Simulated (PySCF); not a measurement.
All values below come from PBE-D3(BJ)/def2-TZVP // B3LYP-D3(BJ)/def2-TZVP (PySCF). Gas-phase values, no solvent. 

Reference species (SMILES): `[Cl][InH2]` (neutral, multiplicity 1).

```json
{
 "HOMO–LUMO gap": "4.15 eV",
 "HOMO": "-6.87 eV",
 "dipole_moment": "2.79 D",
 "LUMO": "-2.72 eV"
}
```

Changed species: `[Cl][InH][Cl]` (1 of 3 Cl replaced by H; the reference has 2 of 3 Cl replaced by H).

### Question
Predict the effect on the HOMO–LUMO gap, HOMO, dipole moment and LUMO.

### Answer
the HOMO–LUMO gap rises by 0.57 eV, to 4.72 eV; the HOMO decreases by 0.65 eV, to -7.52 eV; the dipole moment falls by 0.29 D, to 2.50 D; the LUMO falls by 0.08 eV, to -2.80 eV.
